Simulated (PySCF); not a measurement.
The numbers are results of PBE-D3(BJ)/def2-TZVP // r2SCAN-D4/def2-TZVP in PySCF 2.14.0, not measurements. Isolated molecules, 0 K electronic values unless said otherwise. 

Reference species (SMILES): `F[Si](F)F` (neutral, multiplicity 2).

The dipole moment is 1.02 D.

Changed species: `F[SiH]F` (radical fragment; the reference has radical fragment).

**Question.** What does the change do to the dipole moment?

**Answer.** the dipole moment rises by 0.22 D, to 1.24 D.
